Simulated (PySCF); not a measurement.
**How many f electrons in HoS?**

Unrestricted PBE0; Ho x2c-SVPall, S x2c-SVPall; spin-free X2C with a Gaussian nucleus (PySCF 2.14). The search starts from ions with several 4f fillings and holds each by maximum overlap.

The lowest solution of each spin and filling, followed along the bond (rough minima from three points):

| 2Ms+1 | 4f population | ⟨S²⟩ at the start | R at minimum (Å) | Te (eV) |
| --- | --- | --- | --- | --- |
| 6 | 10.08 | 8.76 | 2.28 | 0.00 |
| 4 | 10.33 | 4.49 | 2.29 | 0.02 |
| 4 | 10.61 | 4.17 | 2.33 | 0.31 |

Solutions at the starting distance of 2.282 Å, counted from the lowest; the search is not exhaustive:

| 2Ms+1 | 4f population | E (eV) | ⟨S²⟩ | ⟨Lz²⟩ | μ (D) |
| --- | --- | --- | --- | --- | --- |
| 6 | 10.08 | 0.00 | 8.76 | 12.0 | -6.30 |
| 4 | 10.33 | 0.02 | 4.49 | 12.0 | -6.63 |
| 6 | 10.04 | 0.15 | 8.76 | 9.0 | -6.42 |
| 4 | 10.12 | 0.16 | 4.70 | 11.6 | -6.30 |
| 4 | 10.09 | 0.25 | 4.71 | 9.0 | -6.29 |
| 4 | 10.61 | 0.33 | 4.17 | 13.3 | -7.48 |
| 4 | 10.80 | 0.45 | 3.97 | 9.0 | -7.99 |
| 4 | 10.97 | 0.59 | 3.76 | 12.5 | -8.82 |
| 6 | 10.04 | 1.54 | 8.77 | 14.8 | -8.08 |
| 4 | 10.56 | 1.79 | 4.75 | 13.0 | -2.71 |
| 6 | 10.07 | 1.92 | 8.77 | 12.8 | -5.61 |
| 6 | 10.07 | 1.94 | 8.77 | 13.3 | -5.56 |
| 4 | 10.56 | 1.98 | 4.74 | 11.3 | -2.70 |

Partly filled real f orbitals mix terms, so no term symbols are given. A population far from a whole number shows f orbitals mixing with d and ligand orbitals, not a clean configuration. A positive dipole means Ho(−)S(+).

Spin–orbit coupling is left out. Counting both spins, an empty level lies below a filled one in some of these solutions, because spin and occupation are held. The state is the lowest single determinant that the PBE0 search found; with open d or f shells the true ground state can be another one.
